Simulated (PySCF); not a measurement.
Two species compared at the same levels of theory.

First species: H₅NSeSi.
SMILES: `N[SiH2][SeH]`

Second species: C₃H₇BFN.
Bonds: B1–N2, N2–C3 (triple), C3–C4, C4–C5, C5–F6. Hydrogens: H7, H8, H9 on B1; H10, H11 on C4; H12, H13 on C5.

Levels: PBE0/def2-SVPD for dipole moment, HOMO energy, LUMO energy, HOMO–LUMO gap, static isotropic polarisability and electronic spatial extent ⟨r²⟩ about the centre of nuclear charge; TDDFT PBE0/def2-SVPD for lowest singlet excitation; PBE0-D3(BJ)/def2-SVP for rotational constant A and rotational constant C. Geometries: PBE0-D3(BJ)/def2-SVP. Each species is one conformer at its optimised geometry, gas phase, non-relativistic unless stated. Electronic properties by PySCF.

Dipoles, sizes and rotational constants follow the conformer. The torsions of the flexible species, by atom-mapped SMILES:
- `[NH2:1][SiH2:2][SeH:3]`: H–N1–Si2–Se3 150°, H–N1–Si2–Se3 -57°, H–Se3–Si2–N1 -55°
- `[BH3-:1][N+:2]#[C:3][CH2:4][CH2:5][F:6]`: C3–C4–C5–F6 180°

Values for the first species:

* Dipole moment: 2.13 D
* HOMO energy: -6.96 eV
* LUMO energy: 0.04 eV
* HOMO–LUMO gap: 7.00 eV
* Lowest singlet excitation: 5.48 eV
* Static isotropic polarisability: 66.3 au
* Electronic spatial extent ⟨r²⟩ about the centre of nuclear charge: 547 bohr²
* Rotational constant A: 16.125 GHz
* Rotational constant C: 2.160 GHz

Estimate the same properties for the second species, and the change in each.

| property | first | second | second less first |
| --- | --- | --- | --- |
| dipole moment | 2.13 D | 5.42 D | +3.29 D |
| HOMO energy | -6.96 eV | -7.81 eV | -0.85 eV |
| LUMO energy | 0.04 eV | -0.87 eV | -0.91 eV |
| HOMO–LUMO gap | 7.00 eV | 6.94 eV | -0.06 eV |
| lowest singlet excitation | 5.48 eV | 5.50 eV | +0.02 eV |
| static isotropic polarisability | 66.3 au | 68.5 au | +2.2 au |
| electronic spatial extent ⟨r²⟩ about the centre of nuclear charge | 547 bohr² | 956 bohr² | +409 bohr² |
| rotational constant A | 16.125 GHz | 19.111 GHz | +2.986 GHz |
| rotational constant C | 2.160 GHz | 1.165 GHz | -0.995 GHz |

On the first: No computed singlet falls in the visible range (750 to 380 nm, 1.65 to 3.26 eV); S1 lies 2.22 eV above its blue end. The principal polarisabilities are 58.1, 62.2 and 78.6 au; their mean is the isotropic value. The calculation is non-relativistic and has no spin–orbit coupling, an omission that weighs most on selenium.

On the second: S1 lies 1.44 eV below the HOMO–LUMO gap. The dipole equals about 18.1 × 10⁻³⁰ C·m (1 D = 3.33564 × 10⁻³⁰ C·m).
